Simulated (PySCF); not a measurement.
An unknown is described by computed data only.

Formula: C4H11NOSi3.

| Item | Value |
| --- | --- |
| Rotational structure | rotational constants A, B, C: 1.309, 0.817, 0.581 GHz [PBE0-D3(BJ)/def2-SVP] |
| 1H NMR | chemical shifts (computed TMS as zero) by class: 7.02 (2 H), 6.65 (2 H), 4.68 (2 H), 4.67 (2 H), 2.56 (3 H) ppm [GIAO HF/pcSseg-1] |
| XPS | Si2p3/2 106.3, Si2p3/2 107.2, Si2p3/2 107.9, C1s 289.8 (×2), C1s 290.6 (×2), N1s 405.4, O1s 537.8, Si1s 1846.0, Si1s 1847.0, Si1s 1847.9 eV [ΔSCF SCAN, pcX-2 on the ionised atom, pcseg-1 elsewhere, spin-free X2C, 2p3/2 from a spin–orbit splitting computed afterwards within the 2p shell] |
| Valence photoelectron | vertical ionisation energy: 8.26 eV [ΔSCF wB97X-D/def2-SVPD] |
| Triplet | lowest triplet excitation (Tamm–Dancoff): 4.22 eV [TDA wB97X-D/def2-SVPD] |
| 13C NMR | chemical shifts (computed TMS as zero) by class: 132.7 (2 C), 121.0 (2 C) ppm [GIAO HF/pcSseg-1] |
| Polarisability | 132.4 au [wB97X-D/def2-SVPD] |

Electronic properties: PySCF, gas phase, density fitting. Levels stand in brackets. One conformer (not necessarily the lowest) at the PBE0-D3(BJ)/def2-SVP geometry, without solvent, vibrations or thermal averaging. Each NMR value is the plain mean over a class of atoms that symmetry, rotation or inversion makes alike.

Question: Give a SMILES that accounts for the data.

Answer: Numbering: `[SiH3:1][SiH2:2][O:3][SiH2:4][n:5]1[cH:6][cH:7][cH:8][cH:9]1`. Its formula, C4H11NOSi3, gives 3 degrees of unsaturation: 1 ring and 2 π bonds in the structure found (Kekulé form). 4 carbons fall into 2 classes; from least to most shielded: aromatic CH next to a ring nitrogen [C6/C9] (132.7 ppm, 2 C), aromatic CH carbon [C7/C8] (121.0 ppm, 2 C). Hydrogen classes from least to most shielded: 2 H on 2 like atoms (aromatic CH next to a ring nitrogen), C6/C9 (7.02 ppm), 2 H on 2 aromatic CH carbons, C7/C8 (6.65 ppm), 2 H on an oxygen-bound silicon, Si2 (4.68 ppm), 2 H on an oxygen-bound silicon, Si4 (4.67 ppm), 3 H on an SiH3 silicon, Si1 (2.56 ppm, a mean of values up to 1.3 ppm apart in this geometry). The core levels belong to: Si2p3/2 106.3 eV, SiH3 silicon [Si1]; Si2p3/2 107.2 eV, oxygen-bound silicon [Si2]; Si2p3/2 107.9 eV, oxygen-bound silicon [Si4]; C1s 289.8 eV, aromatic CH carbon [C7/C8]; C1s 290.6 eV, aromatic CH next to a ring nitrogen [C6/C9]; N1s 405.4 eV, pyrrole-type nitrogen [N5]; O1s 537.8 eV, siloxane oxygen [O3]; Si1s 1846.0 eV, SiH3 silicon [Si1]; Si1s 1847.0 eV, oxygen-bound silicon [Si2]; Si1s 1847.9 eV, oxygen-bound silicon [Si4]. One atom of each topological class was ionised and stands for its class. The first electron is taken from the HOMO, whose largest Löwdin shares are 0.27 on each of 2 atoms of one kind (aromatic CH next to a ring nitrogen), 0.15 on an aromatic CH carbon and 0.14 on an aromatic CH carbon. The optimised geometry has point group C1 and is an asymmetric top. Structure: `[SiH3][SiH2]O[SiH2]N1C=CC=C1`. The assignments are read from this structure; whether some other isomer fits the data as well wasn't checked.

Shape of the structure used: `[SiH3:1][SiH2:2][O:3][SiH2:4][n:5]1[cH:6][cH:7][cH:8][cH:9]1`: Si1–Si2–O3–Si4 -46°, Si2–O3–Si4–N5 29°, O3–Si4–N5–C6 -97°.
